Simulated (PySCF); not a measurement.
Simulated absorption spectrum

Species: C₄H₉PSi₂.
SMILES: `C#C[Si@H]1P[SiH2]CC1`

Method used: TDDFT B3LYP/def2-SVPD, vertical, gas phase, core orbitals frozen in the response in PySCF 2.14.0, density-fitted response routines. Isolated species at its GFN2-xTB geometry (one conformer only).

Broadening: Gaussians 0.4 eV wide at half height, area fixed by f = 4.319×10⁻⁹ ∫ε dν̃. The width is an assumption, not a result. The curve ends short of the highest state used, and states not computed would add to its high-energy end.

(λ (nm), ε (L mol⁻¹ cm⁻¹)): (207.4, 4914), (210.3, 4660), (213.3, 4113), (216.2, 3373), (219.1, 2540), (222.0, 1743), (224.9, 1103), (227.9, 687), (230.8, 533), (233.7, 567), (236.6, 693), (239.5, 814), (242.5, 858), (245.4, 798), (248.3, 659), (251.2, 487), (254.1, 325), (257.1, 193), (260.0, 106), (262.9, 54), (265.8, 25), (268.7, 11), (271.6, 4), (274.6, 2)

Question: Locate the maxima and give the states behind the curve.

Answer: 242 nm (5.12 eV), ε about 860, made up of S1 (100%) (ε in L mol⁻¹ cm⁻¹; maxima over ε = 5, shares over 10%). At its high-energy end, 5.98 eV, the curve is still rising (ε about 4900, from S3, S4 and S5). The states used: S1 5.12 eV (f 0.013); S2 5.71 eV (f 0.025); S3 5.89 eV (f 0.016); S4 5.95 eV (f 0.025); S5 6.08 eV (f 0.024); S6 6.29 eV (f 0.022); S7 6.34 eV (f 0.033); S8 6.58 eV (f 0.023).

Question: On this curve, what absorbance would a 10⁻⁵ mol/L sample give at 254 nm over a 1 cm path?

Answer: 254 nm is 4.881 eV, where ε is about 330 L mol⁻¹ cm⁻¹, so A = ε c l ≈ 0.0033 (Beer–Lambert, with the gas-phase spectrum and the assumed width).

Question: What would ε be at 5.12 eV, the highest of these maxima, with half the width (0.2 eV)?

Answer: About 1710 L mol⁻¹ cm⁻¹ against 858, a factor of about 1.99; a lone state at its own centre would give exactly 2.

Question: Coming from long wavelengths, where does ε first pass 100 L mol⁻¹ cm⁻¹?

Answer: At about 260 nm (4.76 eV), 0.35 eV below S1.

Time: 53 s; peak memory 0.84 GiB. Hardware: one thread of an Arm Neoverse V1, shared host with 32 logical CPUs at a one-minute load of 21.
